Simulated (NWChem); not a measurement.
System: HfH3Cl; SMILES [Cl][HfH3]

The following NWChem deck was run.

```
start job
memory heap 200 mb stack 900 mb global 1100 mb
geometry units angstroms noautoz
  Hf     0.245181    -0.098364     0.192269
  Cl    -1.504216     0.604216    -1.177865
  H      1.858328     0.441596    -0.507028
  H      0.068224     0.618867     1.877113
  H      0.247053    -1.932613     0.328111
end
basis spherical
  Hf library def2-tzvp
  Cl library def2-tzvp
  H library def2-tzvp
end
ecp
  Hf library def2-ecp
end
dft
  xc xwpbe 0.80 cpbe96 1.0 hfexch 1.00
  cam 0.2 cam_alpha 0.2 cam_beta 0.8
  iterations 150
  mulliken
end
task dft energy
```

All runs use the structure optimised with PBE0/def2-SVP. def2 effective core potentials on Hf; no spin-orbit coupling.

**Question.** What results follow from this input? (LRC-wPBEh/def2-TZVP with def2 effective core potentials on Hf.) Quantities: energy (Ha); highest occupied level (eV); orbital gap (eV); dipole (D).

**Answer.** 
```
Item                           Value
---------------------------  -------
energy (Ha)                  -509.90
highest occupied level (eV)   -10.56
orbital gap (eV)               10.13
dipole (D)                      0.53
```
